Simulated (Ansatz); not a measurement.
Geometry optimisation, RKS PBE-D4/def2-SVP (Ansatz 0.2.0).

Input:

```yaml
crystal:
  periodic: [false, false, false]
  atoms:
    - { symbol: Hf, position_ang: [0.139167, 0.023177, -0.005931] }
    - { symbol: Cl, position_ang: [0.383868, -0.128275, 2.452317] }
    - { symbol: Cl, position_ang: [2.314795, 0.037883, -0.828676] }
    - { symbol: Cl, position_ang: [-0.795842, 2.029471, -0.773716] }
    - { symbol: Cl, position_ang: [-0.852436, -1.853965, -0.998083] }
    - { symbol: "N", position_ang: [-2.943923, -0.040511, 1.433901] }
    - { symbol: H, position_ang: [-2.964518, -0.766522, 0.708385] }
    - { symbol: H, position_ang: [-2.889242, 0.89623, 1.018824] }
    - { symbol: H, position_ang: [-2.163069, -0.19749, 2.105179] }
basis:
  gaussian: { orbitals: def2-SVP }
hamiltonian:
  xc: pbe
  dispersion: d4
relax:
  f_tol: 0.03
  max_steps: 50
```

Run as:

```bash
$ ansatz run input.yaml --threads 4 --pin off --max-ram 5120MiB --backend cpu --events-out ev --progress --plain --runs-dir out
```

Question: Where does it end, and by what steps?

Answer: It converged. After 9 steps the energy has fallen by 1.027 eV; N6 moved furthest, 0.67 Å. Joined: Hf1–N6 (3.40 → 2.45 Å).

```
step  energy less start (eV)  largest force component (eV/Å)  accepted
   0                  0.0000                           1.448       yes
   1                 -0.0761                           1.345       yes
   2                 -0.1142                           1.054       yes
   3                 -0.1818                           0.889       yes
   4                 -0.2293                           1.258       yes
   5                 -0.4779                           1.905       yes
   6                 -0.7317                           1.897       yes
   7                 -1.0151                           0.391       yes
   8                 -1.0245                           0.203       yes
   9                 -1.0275                           0.027       yes
```

```xyz
9
Properties=species:S:1:pos:R:3
Hf -0.096 0.015 0.148
Cl 0.496 -0.160 2.441
Cl 2.073 0.047 -0.778
Cl -0.850 2.124 -0.641
Cl -0.915 -1.934 -0.934
N -2.355 -0.019 1.107
H -2.921 -0.792 0.727
H -2.868 0.854 0.911
H -2.337 -0.134 2.131
```

Whether the end is a true minimum wasn't checked by a vibrational analysis.

Run time: 22 s on 4 threads of Arm Neoverse V2, on a shared host, peak memory 0.22 GiB.
